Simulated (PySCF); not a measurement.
**Correlation energy of Rh²⁷⁺ (rhodium, charge +27)**

Starting occupation: [Ar]. All numbers are calculated (PySCF 2.14, X2C-1e with screened-nucleus spin-orbit coupling, Gaussian nucleus, in an even-tempered Gaussian basis (19 s from 1.3 bohr⁻², ratio 2.6; 14 p from 1.7 bohr⁻², ratio 2.6; 6 d from 1.8 bohr⁻², ratio 2.8; 3 f from 34 bohr⁻², ratio 2.8)). Frozen: [Ne]; 8 electrons correlated; the 64 highest virtual spinors left out.

MP2 pair energies summed by pair of shells (mhartree):

```tsv
pair	energy	share (%)
3p3/2-3p3/2	-148.07	39.9
3p1/2-3p3/2	-138.15	37.2
3p1/2-3p1/2	-37.00	10.0
3p3/2-3s1/2	-22.75	6.1
3s1/2-3s1/2	-13.32	3.6
3p1/2-3s1/2	-11.78	3.2
```

Total MP2 correlation energy: -371.08 mhartree.

The virtual space was cut to 50 spinors, which keep -357.40 of the -371.08 mhartree of MP2 correlation.

```
  level  correlation energy (mhartree)
   CCSD                        -394.87
    (T)                          -2.78
CCSD(T)                        -397.65
```

Diagnostics: T1 = 0.00043, largest double amplitude 0.044.

Cost of the coupled-cluster step: about 11 core-seconds, for 8 occupied and 50 virtual spinors.

The coupled-cluster values are those of the cut space; adding the MP2 remainder, -13.68 mhartree, estimates the full space.

At this charge the one-electron X2C treatment keeps the bare 1/r₁₂, with no two-electron picture change or Breit term. The effect here is smaller than on the frozen 1s shell.
